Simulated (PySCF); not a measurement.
## Frontier levels across methods

Species: C4H7NSi.
SMILES with atom numbers: `[CH3:1][Si@@H:2]1[CH2:3][C@H:4]1[C:5]#[N:6]` (hydrogens: H7, H8, H9 on C1; H10 on Si2; H11, H12 on C3; H13 on C4)

Structure used (PBE0-D3(BJ)/def2-SVP), in Å, numbered top down from 1:
```xyz
13
C4H7NSi angstrom
C      2.0638    0.2032   -0.4462
Si     0.5434    0.1064    0.6258
C     -0.7581   -1.1737    0.3240
C     -1.1474    0.2377   -0.1986
C     -2.2330    0.9249    0.4325
N     -3.0990    1.4791    0.9711
H      2.4413    1.2353   -0.5019
H      1.8264   -0.1350   -1.4658
H      2.8674   -0.4372   -0.0506
H      0.6349    0.6764    1.9911
H     -1.3539   -1.5402    1.1667
H     -0.6224   -1.9312   -0.4552
H     -1.1521    0.3448   -1.2909
```

Basis pcSseg-1 throughout (PySCF), one geometry. Geometry: PBE0-D3(BJ)/def2-SVP; no solvent, vibrations or thermal averaging.

Task: How do the orbital energies, the gap and the dipole change with the method?

Result: 
```tsv
method	kind	HOMO (eV)	LUMO (eV)	gap (eV)	μ (D)	SCF cycles
BLYP	GGA	-6.06	-0.69	5.37	5.51	16
B97-D	GGA	-6.18	-0.73	5.45	5.56	16
OPBE	GGA	-6.20	-0.71	5.48	5.47	16
PBE	GGA	-6.22	-0.84	5.38	5.51	16
KT3	GGA	-6.26	-0.84	5.42	5.42	15
KT2	GGA	-6.27	-0.91	5.36	5.48	16
BP86	GGA	-6.33	-0.92	5.41	5.57	15
LDA	LDA	-6.37	-1.04	5.33	5.65	15
B97-2	global hybrid	-7.12	0.01	7.13	5.64	13
B3LYP	global hybrid	-7.15	-0.17	6.98	5.63	14
PBE0	global hybrid	-7.37	0.03	7.40	5.65	14
mPW1PW91	global hybrid	-7.40	0.02	7.42	5.67	14
BHandHLYP	global hybrid	-8.39	0.97	9.36	5.77	13
CAM-B3LYP	range-separated hybrid	-8.64	1.10	9.75	5.67	13
wB97X-D	range-separated hybrid	-9.20	1.76	10.96	5.71	13
HF	Hartree–Fock	-9.97	3.29	13.25	5.97	12
LC-wPBE	range-separated hybrid	-9.98	2.21	12.19	5.68	13
```

The HOMO spans 3.92 eV, from BLYP down to LC-wPBE, and the gap runs from 5.33 eV (LDA) to 13.25 eV (HF). Over the methods BLYP (0 %), B97-D (0 %), OPBE (0 %), PBE (0 %), KT3 (0 %), KT2 (0 %), BP86 (0 %), LDA (0 %), B97-2 (21 %), B3LYP (20 %), PBE0 (25 %), mPW1PW91 (25 %), BHandHLYP (50 %), HF (100 %), a straight line through the gap against the share of exact exchange rises by 0.79 eV for each 10 % (correlation coefficient 1.000). The dipole ranges from 5.42 D (KT3) to 5.97 D (HF). This basis has no diffuse functions.
